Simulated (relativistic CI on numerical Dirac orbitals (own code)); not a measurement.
# Cr5+: resonant inelastic scattering at the M2,3 edge

Computed with this model: Dirac-Coulomb-Breit CI, orbitals from a KLI potential per configuration, a model potential for QED, valence Slater integrals scaled by 0.8, Kramers-Heisenberg scattering through one core-hole configuration in a parametric crystal field; configurations [Ar] 3d → [Ne] 3s2 3p5 3d2; 300 K; core-hole width 0.48 eV; summed over polarisations. Incident energies are the highest absorption maxima for each field (at most a few, so the weaker spin-orbit partner edge can be absent), on the computed scale of the free ion. Intensities are in per cent of the strongest line above 0.02 eV; levels within 1 cm⁻¹ are merged; final levels count from the ground level, the first row holds all elastic scattering, lines under 0.4 are left out and each table stops after 24 rows. The scale of the Slater integrals is a model choice and moves the terms in proportion.

Field parameters in Wybourne normalisation: D4h B²₀ = −7Ds, B⁴₀ = 21(Dq − Dt), B⁴₄ = 21√(5/14) Dq. The field is a parameter set, without covalency.

S is read from ⟨S²⟩ = S(S + 1).

D4h, 10Dq = 14700, Ds = -1500, Dt = -100 cm⁻¹:

| Final level (eV) | Degeneracy | Irrep | S | 57 eV | 61.8 eV |
| --- | --- | --- | --- | --- | --- |
| 0.000 | 2 | Γ7 | 0.50 | 195.4 | 380.7 |
| 0.475 | 2 | Γ6 | 0.50 | 39.2 | 98.6 |
| 0.523 | 2 | Γ7 | 0.50 | 14.6 | 100.0 |
| 1.828 | 2 | Γ7 | 0.50 | 70.5 | 34.9 |
| 2.633 | 2 | Γ6 | 0.50 | 3.0 | 8.1 |

D4h, 10Dq = 14700, Ds = -860, Dt = -100 cm⁻¹:

| Final level (eV) | Degeneracy | Irrep | S | 56.9 eV | 61.6 eV | 63.3 eV |
| --- | --- | --- | --- | --- | --- | --- |
| 0.000 | 2 | Γ7 | 0.50 | 179.4 | 350.8 | 23.9 |
| 0.239 | 2 | Γ6 | 0.50 | 42.3 | 96.6 | 13.0 |
| 0.288 | 2 | Γ7 | 0.50 | 19.8 | 100.0 | 10.9 |
| 1.829 | 2 | Γ7 | 0.50 | 63.1 | 59.2 | 22.3 |
| 2.317 | 2 | Γ6 | 0.50 | 5.3 | 17.4 | 83.4 |

For the first field the strongest loss at the lowest incident energy is the level at 1.83 eV (S = 0.50, against 0.50 in the thermal ground state).
